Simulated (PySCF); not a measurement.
Structure problem from calculated spectra and properties.

Formula: C5H7NO2S.

| Quantity | Value |
| --- | --- |
| 13C NMR | chemical shifts (computed TMS as zero) by class: 167.0 (1 C), 142.6 (1 C), 131.4 (1 C), 110.5 (1 C), 49.9 (1 C) ppm [GIAO PBE0/pcSseg-1] |
| Dipole | 4.17 D [B3LYP/def2-SVPD] |
| Rotational structure | rotational constants A, B, C: 3.360, 0.848, 0.738 GHz [GFN2-xTB] |
| Polarisability | 97.4 au [B3LYP/def2-SVPD] |
| Triplet | lowest triplet excitation (Tamm–Dancoff): 3.46 eV [TDA B3LYP/def2-SVPD] |
| 1H NMR | chemical shifts (computed TMS as zero) by class: 7.30 (1 H), 6.75 (1 H), 2.94 (2 H), 2.53 (3 H) ppm [GIAO PBE0/pcSseg-1] |

The electronic properties come from PySCF, for the isolated species, density fitting. Levels stand in brackets. The structure is a single GFN2-xTB conformer in the gas phase; no vibrational or solvent corrections. Each NMR value is the plain mean over a class of atoms that symmetry, rotation or inversion makes alike.

Task: What is the compound? Reason from the data.

Result: Numbering: `[CH3:1][S@@:2](=[O:3])[c:4]1[cH:5][c:6]([NH2:7])[cH:8][o:9]1`. 5 carbons fall into 5 classes; from least to most shielded: substituted aromatic carbon [C4] (167.0 ppm), aromatic carbon bearing nitrogen [C6] (142.6 ppm), aromatic CH next to a ring oxygen [C8] (131.4 ppm), aromatic CH carbon [C5] (110.5 ppm), S-methyl carbon [C1] (49.9 ppm). Hydrogen classes from least to most shielded: 1 H on an aromatic CH next to a ring oxygen, C8 (7.30 ppm), 1 H on an aromatic CH carbon, C5 (6.75 ppm), 2 H on an aniline-type nitrogen, N7 (2.94 ppm), 3 H on an S-methyl carbon, C1 (2.53 ppm). The optimised geometry has point group C1 and is an asymmetric top. Structure: `Nc1cc(oc1)[S@](=O)C`. Computed isomers that give other values at the same levels: `C=NC1=CCS(=O)(=O)C1` (13C chemical shifts (computed TMS as zero) by class: 156.7 (1 C), 153.0 (1 C), 107.3 (1 C), 64.0 (1 C), 63.7 (1 C) ppm); `CN(C)c1coc(=O)s1` (13C chemical shifts (computed TMS as zero) by class: 169.0 (1 C), 146.7 (1 C), 112.2 (1 C), 42.2 (2 C) ppm); `NC(=O)C1=C[S@@](=O)CC1` (13C chemical shifts (computed TMS as zero) by class: 166.6 (1 C), 157.7 (1 C), 145.1 (1 C), 57.6 (1 C), 37.8 (1 C) ppm). The assignments are read from this structure; whether some other isomer fits the data as well wasn't checked. The mirror image fits equally.

Conformer computed: `[CH3:1][S@@:2](=[O:3])[c:4]1[cH:5][c:6]([NH2:7])[cH:8][o:9]1`: C1–S2–C4–C5 -116°, H–N7–C6–C5 161°, H–N7–C6–C5 27°.
